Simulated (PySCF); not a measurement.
Ionisation energy of Co²¹⁺ by level of theory

Co²¹⁺ [He] 2s2 2p2 [2p1/2^2, M_J = 0] → Co²²⁺ [He] 2s2 2p1 [2p1/2^1, M_J = 1/2], as a difference of total energies. All numbers are calculated (PySCF 2.14, the two-component X2C-1e Hamiltonian, in an even-tempered Gaussian basis (17 s from 5.6 bohr⁻², ratio 2.4; 11 p from 7.3 bohr⁻², ratio 2.4; 5 d from 26 bohr⁻², ratio 2.6; 4 f from 40 bohr⁻², ratio 2.6)). Correlated levels: nothing frozen; the 28 highest virtual spinors dropped. "Screened" scales the spin-orbit matrix elements by Boettger's factors to mimic the two-electron term; Breit and QED terms are absent.

```csv
method,ionisation energy (eV)
GHF (spin-free),1842.9
GMP2 (spin-free),1842.8
GHF (screened spin-orbit),1843.3
GMP2 (screened spin-orbit),1844.3
```

The labels give the starting determinants; with spin-orbit coupling the two ends relaxed to ⟨J²⟩ = 0.49, ⟨L²⟩ = 1.63, ⟨S²⟩ = 1.62 and ⟨J²⟩ = 0.75, ⟨L²⟩ = 2.00, ⟨S²⟩ = 0.75.

The determinant of Co²¹⁺ mixes levels of different J (the jj label is only the starting occupation), so the difference between spin-free and spin-orbit rows is not the physical spin-orbit shift.

For comparison: 1844 ± 1.1 eV (semi-empirical (NIST evaluation); NIST Atomic Spectra Database, ionization energies).
